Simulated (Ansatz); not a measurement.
Nudged elastic band run: AlClF$_{2}$H$_{3}$OSi

Input file:

```yaml
crystal:
  periodic: [false, false, false]
  atoms:
    - { symbol: Al, position_ang: [0.062469, 0.076808, 0.898922] }
    - { symbol: F, position_ang: [0.231335, 1.585843, 1.55553] }
    - { symbol: O, position_ang: [1.426089, -0.402721, -0.166512] }
    - { symbol: Si, position_ang: [2.194644, -1.504044, -1.193521] }
    - { symbol: H, position_ang: [1.377623, -2.736624, -1.344975] }
    - { symbol: H, position_ang: [2.45369, -0.850171, -2.501543] }
    - { symbol: H, position_ang: [3.473765, -1.793585, -0.479673] }
    - { symbol: Cl, position_ang: [-0.82257, 0.066596, -1.130135] }
    - { symbol: F, position_ang: [-0.500845, -1.143601, 1.866806] }
magnetization:
  spin_polarized: true
  initial_magnetization: 1
basis:
  gaussian: { orbitals: def2-SVP }
hamiltonian:
  xc: pbe0
  dispersion: d4
neb:
  order_check: false
  images: 5
  f_tol: 0.05
  max_iterations: 60
  final_atoms:
    - { symbol: Al, position_ang: [0.05539946, 0.03204929, 0.89721395] }
    - { symbol: F, position_ang: [0.75453179, 1.53085023, 0.98675043] }
    - { symbol: O, position_ang: [1.08193304, -1.18284814, 0.05749349] }
    - { symbol: Si, position_ang: [2.19284358, -1.47865761, -1.18589256] }
    - { symbol: H, position_ang: [1.71423267, -2.62519588, -1.99922169] }
    - { symbol: H, position_ang: [2.38971546, -0.25833617, -2.01166355] }
    - { symbol: H, position_ang: [3.44015446, -1.83476172, -0.44673439] }
    - { symbol: Cl, position_ang: [-0.99659882, -0.32930284, -1.01805724] }
    - { symbol: F, position_ang: [-0.73601163, -0.55529616, 2.22501056] }
  initial_path:
    images:
      - { positions_ang: [[0.062469, 0.076808, 0.898922], [0.231335, 1.585843, 1.55553], [1.426089, -0.402721, -0.166512], [2.194644, -1.504044, -1.193521], [1.377623, -2.736624, -1.344975], [2.45369, -0.850171, -2.501543], [3.473765, -1.793585, -0.479673], [-0.82257, 0.066596, -1.130135], [-0.500845, -1.143601, 1.866806]] }
      - { positions_ang: [[0.05163366, 0.06892094, 0.58843951], [0.14591116, 1.07685382, 1.67258304], [1.48213283, -0.27650309, -0.40379914], [2.25816107, -1.48294367, -1.23367496], [1.39438344, -2.61501236, -1.53137088], [2.77913736, -0.94546184, -2.43009837], [3.3112266, -1.87815738, -0.36301736], [-1.17059388, 0.0921627, -1.15406887], [-0.35579223, -0.74135812, 2.35990604]] }
      - { positions_ang: [[0.04079833, 0.06103388, 0.27795701], [0.06048731, 0.56786464, 1.78963607], [1.53817665, -0.15028518, -0.64108628], [2.32167814, -1.46184334, -1.27382893], [1.41114388, -2.49340072, -1.71776676], [3.10458472, -1.04075267, -2.35865374], [3.1486882, -1.96272976, -0.24636172], [-1.51861777, 0.11772939, -1.17800274], [-0.21073946, -0.33911524, 2.85300608]] }
      - { positions_ang: [[0.02996299, 0.05314682, -0.03252548], [-0.02493653, 0.05887546, 1.90668911], [1.59422048, -0.02406727, -0.87837343], [2.38519521, -1.44074302, -1.31398289], [1.42790432, -2.37178908, -1.90416265], [3.43003209, -1.13604351, -2.28720911], [2.98614979, -2.04730214, -0.12970608], [-1.86664165, 0.14329609, -1.20193661], [-0.06568669, 0.06312765, 3.34610613]] }
      - { positions_ang: [[0.03844181, 0.04611431, 0.27738766], [0.23488624, 0.54953371, 1.60004288], [1.423458, -0.41032756, -0.56641779], [2.321078, -1.45338121, -1.27128612], [1.5233471, -2.45625801, -1.935849], [3.08325988, -0.8434744, -2.19536059], [3.13748468, -1.97645534, -0.23538218], [-1.57662737, -0.01423688, -1.14064349], [-0.28912834, -0.14301362, 2.9724076]] }
      - { positions_ang: [[0.04692064, 0.0390818, 0.58730081], [0.49470901, 1.04019197, 1.29339666], [1.25269552, -0.79658785, -0.25446215], [2.25696079, -1.46601941, -1.22858934], [1.61878988, -2.54072694, -1.96753534], [2.73648767, -0.55090528, -2.10351207], [3.28881957, -1.90560853, -0.34105828], [-1.2866131, -0.17176986, -1.07935036], [-0.51256998, -0.34915489, 2.59870908]] }
      - { positions_ang: [[0.05539946, 0.03204929, 0.89721395], [0.75453179, 1.53085023, 0.98675043], [1.08193304, -1.18284814, 0.05749349], [2.19284358, -1.47865761, -1.18589256], [1.71423267, -2.62519588, -1.99922169], [2.38971546, -0.25833617, -2.01166355], [3.44015446, -1.83476172, -0.44673439], [-0.99659882, -0.32930284, -1.01805724], [-0.73601163, -0.55529616, 2.22501056]] }
```

Launched with:

```bash
$ ansatz run input.yaml --threads 4 --pin off --max-ram 5120MiB --backend cpu --events-out ev --progress --plain --runs-dir out
```

Output, in part (warnings, iteration lines):

```
NEB end point (image 0): max|allowed force component| = 2.924e-2 eV/Å (the criterion of neb.relax_end_points is 1.000e-2)
NEB end point (image 6): max|allowed force component| = 1.622e-2 eV/Å (the criterion of neb.relax_end_points is 1.000e-2)
NEB iter   1: max|band force component| = 2.272e1 eV/Å  barrier→ = 7.0378 eV  barrier← = 7.0386 eV  Δτ_max = 0.2000 Å  (424 SCF iters)
NEB iter   2: max|band force component| = 8.832e0 eV/Å  barrier→ = 4.0282 eV  barrier← = 4.0290 eV  Δτ_max = 0.2000 Å  (272 SCF iters)
NEB iter   3: max|band force component| = 3.741e0 eV/Å  barrier→ = 3.1232 eV  barrier← = 3.1240 eV  Δτ_max = 0.2000 Å  (287 SCF iters)
NEB iter   4: max|band force component| = 2.467e0 eV/Å  barrier→ = 2.8480 eV  barrier← = 2.8488 eV  Δτ_max = 0.1867 Å  (277 SCF iters)
NEB iter   5: max|band force component| = 1.323e0 eV/Å  barrier→ = 2.7466 eV  barrier← = 2.7473 eV  Δτ_max = 0.2000 Å  (273 SCF iters)
NEB iter   6: max|band force component| = 5.254e-1 eV/Å  barrier→ = 2.6723 eV  barrier← = 2.6731 eV  Δτ_max = 0.1999 Å  (277 SCF iters)
NEB iter   7: max|band force component| = 4.882e-1 eV/Å  barrier→ = 2.6229 eV  barrier← = 2.6237 eV  CI = image 3  Δτ_max = 0.2000 Å  (281 SCF iters)
NEB iter   8: max|band force component| = 2.722e-1 eV/Å  barrier→ = 2.5806 eV  barrier← = 2.5814 eV  CI = image 3  Δτ_max = 0.0946 Å  (275 SCF iters)
NEB iter   9: max|band force component| = 2.230e-1 eV/Å  barrier→ = 2.5595 eV  barrier← = 2.5602 eV  CI = image 3  Δτ_max = 0.2000 Å  (311 SCF iters)
NEB iter  10: max|band force component| = 4.781e-1 eV/Å  barrier→ = 2.5485 eV  barrier← = 2.5493 eV  CI = image 3  Δτ_max = 0.1009 Å  (277 SCF iters)
NEB iter  11: max|band force component| = 2.843e-1 eV/Å  barrier→ = 2.5397 eV  barrier← = 2.5405 eV  CI = image 3  Δτ_max = 0.0752 Å  (252 SCF iters)
NEB iter  12: max|band force component| = 2.422e-1 eV/Å  barrier→ = 2.5351 eV  barrier← = 2.5359 eV  CI = image 3  Δτ_max = 0.0990 Å  (289 SCF iters)
NEB iter  13: max|band force component| = 1.464e-1 eV/Å  barrier→ = 2.5424 eV  barrier← = 2.5432 eV  CI = image 3  Δτ_max = 0.0992 Å  (258 SCF iters)
NEB iter  14: max|band force component| = 2.654e-1 eV/Å  barrier→ = 2.5531 eV  barrier← = 2.5539 eV  CI = image 3  Δτ_max = 0.0504 Å  (263 SCF iters)
NEB iter  15: max|band force component| = 1.549e-1 eV/Å  barrier→ = 2.5494 eV  barrier← = 2.5502 eV  CI = image 3  Δτ_max = 0.1019 Å  (290 SCF iters)
NEB iter  16: max|band force component| = 1.765e-1 eV/Å  barrier→ = 2.5466 eV  barrier← = 2.5474 eV  CI = image 3  Δτ_max = 0.0500 Å  (289 SCF iters)
NEB iter  17: max|band force component| = 3.034e-1 eV/Å  barrier→ = 2.5577 eV  barrier← = 2.5585 eV  CI = image 3  Δτ_max = 0.0251 Å  (278 SCF iters)
NEB iter  18: max|band force component| = 3.204e-1 eV/Å  barrier→ = 2.5603 eV  barrier← = 2.5611 eV  CI = image 3  Δτ_max = 0.0497 Å  (250 SCF iters)
NEB iter  19: max|band force component| = 3.350e-1 eV/Å  barrier→ = 2.5640 eV  barrier← = 2.5648 eV  CI = image 3  Δτ_max = 0.0996 Å  (290 SCF iters)
NEB iter  20: max|band force component| = 4.411e-1 eV/Å  barrier→ = 2.5806 eV  barrier← = 2.5814 eV  CI = image 3  Δτ_max = 0.0997 Å  (282 SCF iters)
NEB iter  21: max|band force component| = 4.802e-1 eV/Å  barrier→ = 2.5956 eV  barrier← = 2.5964 eV  CI = image 3  Δτ_max = 0.2000 Å  (277 SCF iters)
NEB iter  22: max|band force component| = 4.832e-1 eV/Å  barrier→ = 2.6150 eV  barrier← = 2.6158 eV  CI = image 3  Δτ_max = 0.1977 Å  (250 SCF iters)
NEB iter  23: max|band force component| = 3.825e-1 eV/Å  barrier→ = 2.6329 eV  barrier← = 2.6336 eV  CI = image 3  Δτ_max = 0.2000 Å  (237 SCF iters)
NEB iter  24: max|band force component| = 4.135e-1 eV/Å  barrier→ = 2.6357 eV  barrier← = 2.6365 eV  CI = image 3  Δτ_max = 0.1645 Å  (242 SCF iters)
NEB iter  25: max|band force component| = 3.229e-1 eV/Å  barrier→ = 2.6126 eV  barrier← = 2.6134 eV  CI = image 3  Δτ_max = 0.2000 Å  (289 SCF iters)
NEB iter  26: max|band force component| = 3.679e-1 eV/Å  barrier→ = 2.6250 eV  barrier← = 2.6258 eV  CI = image 3  Δτ_max = 0.1990 Å  (244 SCF iters)
NEB iter  27: max|band force component| = 6.525e-1 eV/Å  barrier→ = 2.6246 eV  barrier← = 2.6254 eV  CI = image 3  Δτ_max = 0.1005 Å  (238 SCF iters)
NEB iter  28: max|band force component| = 4.161e-1 eV/Å  barrier→ = 2.6332 eV  barrier← = 2.6340 eV  CI = image 3  Δτ_max = 0.1998 Å  (286 SCF iters)
NEB iter  29: max|band force component| = 3.971e-1 eV/Å  barrier→ = 2.6462 eV  barrier← = 2.6470 eV  CI = image 3  Δτ_max = 0.2000 Å  (271 SCF iters)
NEB iter  30: max|band force component| = 5.193e-1 eV/Å  barrier→ = 2.6713 eV  barrier← = 2.6721 eV  CI = image 3  Δτ_max = 0.2000 Å  (270 SCF iters)
NEB iter  31: max|band force component| = 1.284e0 eV/Å  barrier→ = 2.6945 eV  barrier← = 2.6953 eV  CI = image 3  Δτ_max = 0.0989 Å  (267 SCF iters)
NEB iter  32: max|band force component| = 5.291e-1 eV/Å  barrier→ = 2.7041 eV  barrier← = 2.7049 eV  CI = image 3  Δτ_max = 0.2000 Å  (300 SCF iters)
NEB iter  33: max|band force component| = 7.656e-1 eV/Å  barrier→ = 2.7122 eV  barrier← = 2.7130 eV  CI = image 3  Δτ_max = 0.0996 Å  (258 SCF iters)
NEB iter  34: max|band force component| = 9.206e-1 eV/Å  barrier→ = 2.6814 eV  barrier← = 2.6822 eV  CI = image 3  Δτ_max = 0.0503 Å  (291 SCF iters)
NEB iter  35: max|band force component| = 8.231e-1 eV/Å  barrier→ = 2.6721 eV  barrier← = 2.6729 eV  CI = image 3  Δτ_max = 0.0501 Å  (251 SCF iters)
NEB iter  36: max|band force component| = 7.853e-1 eV/Å  barrier→ = 2.6607 eV  barrier← = 2.6615 eV  CI = image 3  Δτ_max = 0.1007 Å  (261 SCF iters)
NEB iter  37: max|band force component| = 1.246e0 eV/Å  barrier→ = 2.6433 eV  barrier← = 2.6440 eV  CI = image 3  Δτ_max = 0.0501 Å  (303 SCF iters)
NEB iter  38: max|band force component| = 8.043e-1 eV/Å  barrier→ = 2.6331 eV  barrier← = 2.6339 eV  CI = image 3  Δτ_max = 0.0502 Å  (254 SCF iters)
NEB iter  39: max|band force component| = 5.337e-1 eV/Å  barrier→ = 2.6229 eV  barrier← = 2.6237 eV  CI = image 3  Δτ_max = 0.0501 Å  (262 SCF iters)
NEB iter  40: max|band force component| = 4.195e-1 eV/Å  barrier→ = 2.6123 eV  barrier← = 2.6130 eV  CI = image 3  Δτ_max = 0.0996 Å  (255 SCF iters)
NEB iter  41: max|band force component| = 3.688e-1 eV/Å  barrier→ = 2.6028 eV  barrier← = 2.6036 eV  CI = image 3  Δτ_max = 0.0994 Å  (254 SCF iters)
NEB iter  42: max|band force component| = 5.222e-1 eV/Å  barrier→ = 2.6020 eV  barrier← = 2.6028 eV  CI = image 3  Δτ_max = 0.0501 Å  (294 SCF iters)
NEB iter  43: max|band force component| = 5.104e-1 eV/Å  barrier→ = 2.5876 eV  barrier← = 2.5884 eV  CI = image 3  Δτ_max = 0.0507 Å  (291 SCF iters)
NEB iter  44: max|band force component| = 3.248e-1 eV/Å  barrier→ = 2.5672 eV  barrier← = 2.5679 eV  CI = image 3  Δτ_max = 0.1020 Å  (293 SCF iters)
NEB iter  45: max|band force component| = 4.255e-1 eV/Å  barrier→ = 2.5305 eV  barrier← = 2.5313 eV  CI = image 3  Δτ_max = 0.0507 Å  (248 SCF iters)
NEB iter  46: max|band force component| = 5.716e-1 eV/Å  barrier→ = 2.5227 eV  barrier← = 2.5235 eV  CI = image 3  Δτ_max = 0.0251 Å  (289 SCF iters)
NEB iter  47: max|band force component| = 3.363e-1 eV/Å  barrier→ = 2.5243 eV  barrier← = 2.5251 eV  CI = image 3  Δτ_max = 0.0252 Å  (297 SCF iters)
NEB iter  48: max|band force component| = 2.524e-1 eV/Å  barrier→ = 2.5191 eV  barrier← = 2.5199 eV  CI = image 3  Δτ_max = 0.0250 Å  (262 SCF iters)
NEB iter  49: max|band force component| = 2.628e-1 eV/Å  barrier→ = 2.5125 eV  barrier← = 2.5133 eV  CI = image 3  Δτ_max = 0.0498 Å  (253 SCF iters)
NEB iter  50: max|band force component| = 2.290e-1 eV/Å  barrier→ = 2.5085 eV  barrier← = 2.5093 eV  CI = image 3  Δτ_max = 0.0997 Å  (262 SCF iters)
NEB iter  51: max|band force component| = 1.693e-1 eV/Å  barrier→ = 2.5034 eV  barrier← = 2.5042 eV  CI = image 3  Δτ_max = 0.1015 Å  (258 SCF iters)
NEB iter  52: max|band force component| = 3.276e-1 eV/Å  barrier→ = 2.4939 eV  barrier← = 2.4947 eV  CI = image 3  Δτ_max = 0.0500 Å  (307 SCF iters)
NEB iter  53: max|band force component| = 1.986e-1 eV/Å  barrier→ = 2.4947 eV  barrier← = 2.4955 eV  CI = image 3  Δτ_max = 0.0497 Å  (270 SCF iters)
NEB iter  54: max|band force component| = 1.653e-1 eV/Å  barrier→ = 2.4950 eV  barrier← = 2.4957 eV  CI = image 3  Δτ_max = 0.0500 Å  (275 SCF iters)
NEB iter  55: max|band force component| = 1.680e-1 eV/Å  barrier→ = 2.4954 eV  barrier← = 2.4962 eV  CI = image 3  Δτ_max = 0.0499 Å  (313 SCF iters)
NEB iter  56: max|band force component| = 2.135e-1 eV/Å  barrier→ = 2.4922 eV  barrier← = 2.4930 eV  CI = image 3  Δτ_max = 0.0250 Å  (327 SCF iters)
NEB iter  57: max|band force component| = 2.088e-1 eV/Å  barrier→ = 2.4909 eV  barrier← = 2.4917 eV  CI = image 3  Δτ_max = 0.0502 Å  (267 SCF iters)
NEB iter  58: max|band force component| = 1.577e-1 eV/Å  barrier→ = 2.4882 eV  barrier← = 2.4890 eV  CI = image 3  Δτ_max = 0.0500 Å  (260 SCF iters)
NEB iter  59: max|band force component| = 1.598e-1 eV/Å  barrier→ = 2.4902 eV  barrier← = 2.4909 eV  CI = image 3  Δτ_max = 0.0502 Å  (258 SCF iters)
NEB iter  60: max|band force component| = 2.289e-1 eV/Å  barrier→ = 2.4944 eV  barrier← = 2.4952 eV  CI = image 3  Δτ_max = 0.0250 Å  (297 SCF iters)
Error: NEB band did not converge after 60 iterations: max|band force component| = 2.29e-1 eV/Å (threshold 5.0e-2); raise `neb.max_iterations` in a new run, which can start from the last band evaluated (`neb.initial_path`, with `crystal.atoms` and `neb.final_atoms` set to its first and last images), …
```

The run ended unconverged. The band didn't meet its force threshold, so its energies are provisional: the largest band force was still 0.23 eV/Å, and over the last iterations the top stayed at 2.49 eV. Neighbouring images lie up to 2.3 Å apart, so the band is torn or far too coarse.

Final band:

```csv
image,path coordinate (Å),energy (kcal/mol)
0,0.00,0.0
1,2.32,13.5
2,4.65,22.9
3,6.96,57.5
4,8.33,56.8
5,9.69,20.4
6,11.06,0.0
```

Time of the run: 39 min on 4 threads of Intel(R) Xeon(R) Processor @ 2.50GHz (Skylake/Cascade Lake), with other jobs on the host, peak memory 0.46 GiB.
